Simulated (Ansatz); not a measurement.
`O[SiH2][SiH2]Cl` + PH₃ → `P[SiH2]Cl` + `O[SiH3]` at 600 K and 1 bar (cleavage of the Si–Si bond).

Isolated molecules relaxed with PBE0-D4/def2-TZVP in Ansatz; ΔE leaves out vibrations. CCSD(T)/CBS adds triple-zeta CCSD(T) − MP2 to the extrapolated MP2 energy (def2 sets, frozen cores). This one scheme is used for every species. Each species was taken in one conformer, which may not be the lowest.

```
          species  CCSD(T)/CBS energy (Eh)  H − E (kJ/mol)  S (J/(mol·K))
`O[SiH2][SiH2]Cl`              -1116.20195           192.0          442.9
              PH₃               -342.72256            86.3          240.2
      `P[SiH2]Cl`              -1092.24436           142.0          381.7
        `O[SiH3]`               -366.69042           135.7          307.9
```

H − E and S are ideal-gas, rigid-rotor, harmonic terms from PBE0-D4/def2-TZVP, for one conformer and one mirror image of each species. 1 Eh = 2625.50 kJ/mol, R = 8.31446 J/(mol·K).

Q: By hand: ΔE, ΔH, ΔS and ΔG.

A: ΔE = (-1092.24436) + (-366.69042) − (-1116.20195) − (-342.72256) = -0.01027 Eh = -27.0 kJ/mol. Δ(H − E) = 142.0 + 135.7 − 192.0 − 86.3 = -0.6, so ΔH = -27.6 kJ/mol. ΔS = 381.7 + 307.9 − 442.9 − 240.2 = 6.5 J/(mol·K). ΔG = -27.6 − 600 × (6.5)/1000 = -31.5 kJ/mol.

Q: By hand: the equilibrium constant, and the temperature at which ΔG would vanish if ΔH and ΔS stayed fixed.

A: log₁₀ K = −ΔG/(RT ln 10) = 2.7. ΔH and −TΔS have one sign here, so there is no such temperature.

The number of gas molecules stays the same, so ΔS is small and ΔH decides. A doubt of 5 kJ/mol in ΔE shifts log₁₀ K by 0.4 here. Other conformers and mirror images would add mixing entropy, several J/(mol·K) or more a flexible species. Modes under 60 cm⁻¹, often nearly free rotors, make the harmonic entropy too high. These are equilibria of isolated gas molecules and say nothing of rates. Largest T1 diagnostic: 0.013 (customary marks: 0.02 for closed shells, 0.045 for open ones).

ΔS is within the doubt of such terms, so its sign, and with it that verdict, could turn.
